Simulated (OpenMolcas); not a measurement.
Ru3+: ligand-field states by method

Ru3+ with its 6 nearest fluoride ions at 2.046 Å, on the Cd site of idealised cubic KCdF3 (a = 4.302 Å, distance in the model lattice 2.151 Å). The rest of the host is ab initio model potentials to 7.6 Å, with orthogonalisation functions on the cations behind the ligands, and point charges beyond; the distance is set by hand and nothing relaxes, and no local charge compensation is placed. Ligand basis ANO-RCC-VDZP.

```
Program             : OpenMolcas 26.06
Basis               : ANO-RCC-VTZP [7s6p4d2f1g]
Scalar Hamiltonian  : DKH2, point nucleus
Active space        : 5 electrons in 5 orbitals (4d)
State averaging     : 2S+1 = 6 even, 1 root; 2S+1 = 4 even, 24 roots; 2S+1 = 2 even, 75 roots
Spin-orbit coupling : state interaction with AMFI integrals over the reference wave functions
```

I. CASSCF
II. SS-CASPT2, IPEA 0.25 Eh, imaginary shift 0.1 Eh (closed shells correlated: 4s 4p and the ligand valence shells)

Spin-free states (labels of O, the rotations of Oh) in cm-1, each column counted from its own energy of the first state listed:

```csv
State,Degeneracy,I,II
6A1,1,0,0
2T2,3,1883,-10140
4T1,3,7089,-260
4T2,3,12816,3920
2T1,3,18506,7950
2A2,1,18542,7140
2T2,3,20685,9760
2E,2,22485,10610
4A1,1,24309,18190
4E,2,24749,18190
4T2,3,27532,19940
2T1,3,27659,14590
2T2,3,30212,16140
4E,2,30365,21880
2A1,1,31823,18560
2E,2,34188,23020
2A1,1,36348,25490
2T2,3,37367,27540
4T1,3,37894,29390
4A2,1,40791,29940
```

II puts a state of multiplicity 2 lowest, 10000 cm-1 below that state.

From I to II, I's first state of another spin (2T2) moves from 1883 to -10140 cm-1, by about -12000 cm-1.

I: A least-squares ligand-field fit to the states below 45000 cm-1, each weighted by its degeneracy and with a free common offset, gives 10Dq = 20351 cm-1, B = 800 cm-1 and C = 3267 cm-1 (C/B = 4.09), with an rms deviation of 177 cm-1. The same method and metal basis give the free ion B = 912 cm-1 (fit to its terms below 60000 cm-1, rms deviation 26 cm-1), so the nephelauxetic ratio is β = 800 / 912 = 0.88; it hangs on how both fits weigh the states, and computed free-ion B values tend to be too large, so β mixes covalency with correlation.

II: A least-squares ligand-field fit to the states below 45000 cm-1, each weighted by its degeneracy and with a free common offset, gives 10Dq = 21024 cm-1, B = 567 cm-1 and C = 2445 cm-1 (C/B = 4.31), with an rms deviation of 481 cm-1. The same method and metal basis give the free ion B = 705 cm-1 (fit to its terms below 60000 cm-1, rms deviation 493 cm-1), so the nephelauxetic ratio is β = 567 / 705 = 0.80; it hangs on how both fits weigh the states, and computed free-ion B values tend to be too large, so β mixes covalency with correlation.

From I to II, 10Dq changes by +3 %, B by -29 % and C by -25 %.

χT at 300 K: I 3.55, II 0.66 cm3 K/mol.

Roots that are degenerate in the reference are averaged as groups; the widest CASPT2 spread within a group is 490 cm-1 (the 3-fold group of multiplicity 2 near 26300 cm-1 above the lowest state of its run, II). Shifts and gaps below about the spread of the groups concerned are not significant. Over all roots computed the reference weight is 0.71 to 0.72 in II; a low but even weight reflects the number of correlated electrons. Ligand-to-metal charge-transfer states are missing. With no ligand orbital active B as a rule stays too high, so bands that hang on it stand too high and its fall with covalency is understated. Spin-orbit coupling mixes the spin-free states strongly: the lowest level takes only 68 % from its leading state, 6A1 (holds for I). Without dynamic correlation the repulsion within the d shell is too large (B by tens of per cent), so at a given field states of lower spin stand too high (holds for I). This shell can be high or low spin here, a state of another spin lies low, and with metal d orbitals alone active their balance is uncertain, so the ground spin may be wrong (holds for I). With metal d orbitals alone the field can be off either way by tens of per cent (holds for I). An orbital triplet at a regular site is open to Jahn-Teller coupling, which can distort the site and quench the lowest spin-orbit gaps and is left out (holds for II). This shell can be high or low spin here, a state of another spin lies low, and with metal d orbitals alone active their balance is uncertain, so the ground spin may be wrong, although the usual error favours high spin (holds for II). With one d shell and no ligand orbital active, 10Dq can be off by a tenth or more (holds for II). No measured value stands beside these numbers; the geometry was set by hand and not optimised.
